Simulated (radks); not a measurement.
These are the eigenvalues of the occupied orbitals of an atom or ion with whole-number occupations (hartree). Method: Dirac Kohn-Sham, PBE, spin-unpolarised, spherical densities, point nucleus; computed with a radial shooting solver on a logarithmic mesh with Libxc functionals.

1s1/2: -2321.248
2s1/2: -394.8731
2p1/2: -376.8487
2p3/2: -335.7771
3s1/2: -89.47853
3p1/2: -81.51510
3p3/2: -72.75455
3d3/2: -59.25675
3d5/2: -57.34439
4s1/2: -17.80795
4p1/2: -14.56676
4p3/2: -12.57370
4d3/2: -7.25015
4d5/2: -6.88633
5s1/2: -2.23315
5p1/2: -1.33907
5p3/2: -1.08661
4f5/2: -0.37805
4f7/2: -0.32211
6s1/2: -0.16939
5d3/2: -0.06856

Which element is it, and in what charge state? The configuration may be excited. Open shells, if any, fill j = l - 1/2 first.

Answer. Z = 71, lutetium, charge 0: Lu in [Xe] 4f14 5d1 6s2. The list shows which subshells hold electrons but not how many an open one holds; the 1s level, -2321.2 hartree, gives Z - s = 68.1 by -(Z - s)^2/2, which with screening and relativity narrows Z to a few neighbours, and the depths of the outer levels then fix element, charge and occupations together.
